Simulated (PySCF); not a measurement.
Radial density of Br (bromine, neutral)

r2SCAN, [Ar] 3d10 4s2 4p5, 2P determinant. All numbers are calculated (PySCF 2.14, the non-relativistic Hamiltonian (point nucleus), in def2-SVP).

```
r (bohr)  4πr²ρ (e/bohr)  4πr²(ρα − ρβ)
0.000800          0.2207         0.0000
 0.00135          0.6100         0.0000
 0.00226           1.629         0.0000
 0.00381           4.116         0.0000
 0.00640           9.741         0.0000
  0.0108           20.30         0.0002
  0.0181           34.67         0.0011
  0.0305           42.84         0.0053
  0.0513           36.98         0.0193
  0.0862           39.78         0.0404
   0.145           50.86         0.0208
   0.244           30.79         0.0045
   0.410           34.20         0.1015
   0.690           21.18        -0.0012
    1.16           5.338         0.3522
    1.95           3.776         0.5402
    3.28          0.7730         0.1251
    5.52         0.01021         0.0017
```
